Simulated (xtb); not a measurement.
Se(I)(OH) (HIOSe), SMILES I[Se]O. All values are semi-empirical tight-binding results from xtb (GFN2-xTB unless named), good for trends rather than for accurate numbers. Coordinates come from a GFN2-xTB optimisation. The values are those of a single conformer.

Computed properties:
```
Property                                         Result
---------------------------------------  --------------
orbital gap                                     2.83 eV
zero-point energy                          8.4 kcal/mol
G − E(el) at 298.15 K (modified RRHO)    -10.6 kcal/mol
static polarisability (D4 model)             67.3 bohr³
solvation energy, GFN2-xTB/ALPB(water)    -4.5 kcal/mol
solvation energy, GFN2-xTB/ALPB(ch2cl2)   -5.2 kcal/mol
```
